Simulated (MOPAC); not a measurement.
MOPAC input (MNDO):

```
MNDO 1SCF CHARGE=-1 GEO-OK AUX(PRECISION=9) THREADS=1
C4H

C    -0.00000000 1   -0.00000000 1   -2.03845764 1
C    -0.00000000 1   -0.00000000 1   -0.79131676 1
C     0.00000000 1    0.00000000 1    0.56764548 1
C     0.00000000 1    0.00000000 1    1.78765060 1
H     0.00000000 1    0.00000000 1    2.84686993 1
```

From the output:

```
                                                       MOPAC v23.2.5 Linux

          FINAL HEAT OF FORMATION =        133.63251 KCAL/MOL =     559.11841 KJ/MOL

          COSMO AREA              =         98.07 SQUARE ANGSTROMS
          COSMO VOLUME            =         80.02 CUBIC ANGSTROMS

          IONIZATION POTENTIAL    =          3.256607 EV
          HOMO LUMO ENERGIES (EV) =         -3.257  6.794
          NO. OF FILLED LEVELS    =          9
          MOLECULAR WEIGHT        =         49.0519         POINT GROUP:  C*v

          MOLECULAR DIMENSIONS (Angstroms)

            Atom       Atom       Distance
            H     5    C     1     4.88533
            H     5    C     1     0.00000
            C     1    C     2     0.00000

          SCF CALCULATIONS        =          1

   ATOM   CHEMICAL          X               Y               Z
  NUMBER   SYMBOL      (ANGSTROMS)     (ANGSTROMS)     (ANGSTROMS)

     1       C         -0.00000000  *  -0.00000000  *  -2.03845764  *
     2       C         -0.00000000  *  -0.00000000  *  -0.79131676  *
     3       C          0.00000000  *   0.00000000  *   0.56764548  *
     4       C          0.00000000  *   0.00000000  *   1.78765060  *
     5       H          0.00000000  *   0.00000000  *   2.84686993  *

                             CARTESIAN COORDINATES

   1    C       -0.000000000    -0.000000000    -2.038457640
   2    C       -0.000000000    -0.000000000    -0.791316760
   3    C        0.000000000     0.000000000     0.567645480
   4    C        0.000000000     0.000000000     1.787650600
   5    H        0.000000000     0.000000000     2.846869930

           Empirical Formula: C4 H  =     5 atoms

      MOLECULAR POINT GROUP   :   C*v

                  EIGENVALUES
 -31.35161 -25.78647 -16.82637 -11.73575  -6.53999  -6.53999  -4.30234  -3.25661
  -3.25661   6.79428   6.79428   9.29497   9.29497   9.43393  11.88635  13.08353
  14.32075

              NET ATOMIC CHARGES AND DIPOLE CONTRIBUTIONS

  ATOM NO.   TYPE          CHARGE      No. of ELECS.   s-Pop       p-Pop
    1          C          -0.211084        4.2111     1.68413     2.52695
    2          C          -0.595034        4.5950     1.20297     3.39206
    3          C           0.142693        3.8573     1.16653     2.69077
    4          C          -0.457451        4.4575     1.22429     3.23316
    5          H           0.120876        0.8791     0.87912
 DIPOLE           X         Y         Z       TOTAL
 POINT-CHG.     0.000     0.000     2.165     2.165
 HYBRID        -0.000     0.000     2.149     2.149
 SUM           -0.000     0.000     4.314     4.314

          ATOMIC ORBITAL ELECTRON POPULATIONS

     Atom    s        px        py        pz
    1  C   1.68413   0.67361   0.67361   1.17973
    2  C   1.20297   1.25246   1.25246   0.88713
    3  C   1.16653   0.90715   0.90715   0.87648
    4  C   1.22429   1.16678   1.16678   0.89960
    5  H   0.87912

 **********************
 *                    *
 * JOB ENDED NORMALLY *
 *                    *
 **********************

 == MOPAC DONE ==
```

The dipole moment of an ion depends on the origin.

The geometry given is a B3LYP-D3(BJ)/def2-TZVP minimum.
